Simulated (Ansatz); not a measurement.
C₃H₄F₄O (`OC(F)(CF)C(F)F`), 12 atoms. Charge 0, multiplicity 1. All runs use 8 threads of an Arm Neoverse V1 on a shared host. Correlated methods freeze the cores.

Question: Give the basis size and wall time and peak host memory of each of these runs in Ansatz. RKS PBE0-D4/def2-TZVP relaxation (9 steps); RKS PBE0-D4/def2-SVP energy; RKS ωB97M-V/def2-SVP energy; RKS SPW92 (LDA)/def2-TZVPP energy; RKS PBE-QIDH (frozen core)/def2-TZVPP energy; RKS ωB97M-V/def2-QZVPP energy; RKS PBE0-D4/def2-TZVP frequencies; RHF-MP2/def2-QZVPP energy; RHF-CCSD(T)/def2-SVP energy; RKS PBE0-D4/def2-QZVPP energy; RHF-MP2/def2-TZVPP energy; RKS ωB97M-V/def2-TZVPP energy and forces. (Estimate.)

Answer: Computed: Other jobs shared the machine, so times are rough.

| level | job | functions | wall time | peak host memory (GiB) |
| --- | --- | --- | --- | --- |
| RKS PBE0-D4/def2-SVP | energy | 132 | 1.1 s | 0.36 |
| RKS SPW92 (LDA)/def2-TZVPP | energy | 304 | 1.8 s | 0.46 |
| RKS ωB97M-V/def2-SVP | energy | 132 | 4.2 s | 0.49 |
| RHF-MP2/def2-TZVPP | energy | 304 | 4.5 s | 1 |
| RKS PBE-QIDH (frozen core)/def2-TZVPP | energy | 304 | 7 s | 1.1 |
| RKS PBE0-D4/def2-QZVPP | energy | 576 | 9 s | 2.6 |
| RKS ωB97M-V/def2-TZVPP | energy and forces | 304 | 11 s | 1.3 |
| RKS ωB97M-V/def2-QZVPP | energy | 576 | 20 s | 3.1 |
| RHF-CCSD(T)/def2-SVP | energy | 132 | 21 s | 1.1 |
| RHF-MP2/def2-QZVPP | energy | 576 | 30 s | 5.1 |
| RKS PBE0-D4/def2-TZVP | relaxation (9 steps) | 272 | 38 s | 0.9 |
| RKS PBE0-D4/def2-TZVP | frequencies | 272 | 3.4 min | 0.93 |
